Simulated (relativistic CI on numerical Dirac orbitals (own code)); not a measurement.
## d9 in a ligand field

Computed with a parametric ligand-field model of a d^n configuration (Racah B and C, spin-orbit zeta, crystal field), exact diagonalisation.

Field parameters in Wybourne normalisation: D3d B²₀ = −7Dσ, B⁴₀ = −14Dq − 21Dτ, B⁴₃ = −14√(10/7) Dq; D4h B²₀ = −7Ds, B⁴₀ = 21(Dq − Dt), B⁴₄ = 21√(5/14) Dq; Oh B⁴₀ = 21Dq, B⁴₄ = √(5/14) B⁴₀; Td as Oh with Dq negative (B⁴₀ = 21Dq, B⁴₄ = √(5/14) B⁴₀). The field is a parameter set, without covalency.

Question: Ground term and bands for B = 960, C = 4720, ζ = 0 cm⁻¹, Oh, 10Dq = 4100 cm⁻¹?

Answer: Ground term 2E with 3.00 electrons in the two orbitals of the cubic e set. Spin-allowed: 2T2 4100 cm⁻¹ (2439 nm). Lowest spin-forbidden: none.

Question: Ground term and bands for B = 880, C = 3110, ζ = 0 cm⁻¹, Oh, 10Dq = 8350 cm⁻¹?

Answer: Ground term 2E with 3.00 electrons in the two orbitals of the cubic e set. Spin-allowed: 2T2 8350 cm⁻¹ (1198 nm). Lowest spin-forbidden: none.

Question: Ground term and bands for B = 650, C = 3280, ζ = 0 cm⁻¹, D4h, 10Dq = 22500, Ds = -1060, Dt = -190 cm⁻¹?

Answer: Ground term 2A1 with 3.00 electrons in the two orbitals of the cubic e set. Spin-allowed: 2B1 5190 cm⁻¹ (1927 nm), 2E 25460 cm⁻¹ (393 nm), 2B2 27690 cm⁻¹ (361 nm). Lowest spin-forbidden: none.

Question: Ground term and bands for B = 630, C = 3140, ζ = 0 cm⁻¹, Td, 10Dq = -8300 cm⁻¹?

Answer: Ground term 2T2 with 4.00 electrons in the two orbitals of the cubic e set. Spin-allowed: 2E 8300 cm⁻¹ (1205 nm). Lowest spin-forbidden: none.

Question: Ground term and bands for B = 550, C = 2440, ζ = 0 cm⁻¹, D3d, 10Dq = 17400, Dσ = 1200, Dτ = 30 cm⁻¹?

Answer: Ground term 2E with 3.01 electrons in the two orbitals of the cubic e set. Spin-allowed: 2E 16572 cm⁻¹ (603 nm), 2A1 20211 cm⁻¹ (495 nm). Lowest spin-forbidden: none.
